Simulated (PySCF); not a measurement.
CH8FNSi2, SMILES F[SiH2][C@@H]([SiH3])N.

Coordinates come from a PBE0-D3(BJ)/def2-SVP optimisation. The structure was generated by enumeration; whether it is a known compound was not checked. The values are those of a single conformer.

Method: PySCF 2.14.0 with PBE0-D3(BJ)/def2-SVP.

Frequencies are harmonic and unscaled.

| mode | ν (cm⁻¹) | IR (km/mol) | moving atoms (share of kinetic energy) |
|---|---|---|---|
| 1 | 72 | 1.0 | F 40 %, H 28 %, Si 25 % |
| 2 | 99 | 10.2 | H 31 %, F 28 %, Si 21 %, N 15 % |
| 3 | 145 | 8.3 | H 78 %, N 13 % |
| 4 | 182 | 7.4 | Si 39 %, H 32 %, N 19 % |
| 5 | 232 | 2.8 | Si 27 %, H 27 %, N 21 %, C 14 %, F 11 % |
| 6 | 294 | 18.9 | H 81 % |
| 7 | 312 | 15.8 | N 28 %, H 27 %, F 20 %, C 16 %, Si 10 % |
| 8 | 530 | 5.6 | H 42 %, Si 40 %, C 13 % |
| 9 | 559 | 5.5 | H 84 %, Si 14 % |
| 10 | 640 | 61.2 | H 69 %, Si 18 %, N 8 % |
| 11 | 730 | 100.6 | H 75 %, Si 11 %, C 9 % |
| 12 | 750 | 68.8 | H 80 %, C 11 % |
| 13 | 787 | 59.6 | H 42 %, C 38 %, Si 16 % |
| 14 | 836 | 26.1 | H 57 %, C 20 %, N 12 % |
| 15 | 864 | 19.6 | F 45 %, H 33 %, Si 18 % |
| 16 | 901 | 296.4 | H 86 %, Si 10 % |
| 17 | 932 | 36.9 | H 97 % |
| 18 | 943 | 212.3 | H 79 %, Si 15 % |
| 19 | 950 | 39.3 | H 90 % |
| 20 | 962 | 119.7 | H 88 %, Si 10 % |
| 21 | 1066 | 40.5 | H 81 %, C 15 % |
| 22 | 1104 | 1.1 | C 39 %, N 32 %, H 29 % |
| 23 | 1237 | 15.9 | H 67 %, C 24 %, N 9 % |
| 24 | 1288 | 3.1 | H 72 %, C 22 % |
| 25 | 1642 | 25.2 | H 93 % |
| 26 | 2212 | 127.7 | H 97 % |
| 27 | 2238 | 149.6 | H 97 % |
| 28 | 2241 | 34.4 | H 97 % |
| 29 | 2250 | 81.7 | H 96 % |
| 30 | 2273 | 112.8 | H 96 % |
| 31 | 2976 | 26.3 | H 93 % |
| 32 | 3532 | 2.0 | H 96 % |
| 33 | 3617 | 8.9 | H 91 %, N 9 % |
